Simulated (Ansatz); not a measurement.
Coupled-cluster diagnostics for K5⁺, Ansatz.

Geometry of the singlet (PBE/def2-SVP):

```xyz
5

K     3.8923   -2.0969    1.4326
K    -2.3336    3.5131    1.7693
K     0.1325    0.0956   -0.0597
K     1.0407   -4.3433   -0.7562
K    -2.7319    2.8315   -2.3860
```

Correlated methods freeze 25 core orbitals; core or outer-core shells of K are correlated, in sets that lack core-valence functions. The structure comes from a short search, and lower isomers may exist.

Q: Estimate the CCSD(T) correlation energy, the shares of MP2 and (T), T1 and the reference's ⟨S²⟩ for: charge 1, singlet, own geometry in def2-TZVPP; and the rough time on 4 threads of Arm Neoverse V1 on a shared host.

A: 
| state | basis | correlation (eV) | MP2 share (%) | (T) share (%) | T1 | ⟨S²⟩ (pure) | wall time | remarks |
| --- | --- | --- | --- | --- | --- | --- | --- | --- |
| charge 1, singlet, own geometry | def2-TZVPP | -24.759 | 91.3 | 1.7 | 0.008 | 0.00 (0.00) | 64 s | restricted SCF unstable |
Customary marks for T1 are 0.02 (closed shells), 0.045 (open shells) and about 0.05 (3d metals). T1 stays under 0.02 throughout.
